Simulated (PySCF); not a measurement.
Electron correlation in Rb²⁺ (rubidium, charge +2)

[Ar] 3d10 4s2 4p5, 2P determinant. Computed with PySCF 2.14 in def2-SVP with the def2 core potential (28 electrons), with a scalar-relativistic core potential. Frozen: 4s2; 5 electrons correlated.

Total MP2 correlation energy: -19.03 mhartree.

Same-spin part -5.34 and opposite-spin part -13.70 mhartree; SCS-MP2 scales them by 1/3 and 6/5 to -18.21 mhartree.

```json
{"level": "CCSD", "correlation energy (mhartree)": "-22.08"}
{"level": "(T)", "correlation energy (mhartree)": "-0.19"}
{"level": "CCSD(T)", "correlation energy (mhartree)": "-22.27"}
```

Diagnostics: T1 = 0.0043, D1 = 0.0064, largest double amplitude 0.014.

Cost of the coupled-cluster step: 0.14 s of wall time on 1 thread of Neoverse-V2 (shared host), for 5 correlated electrons.
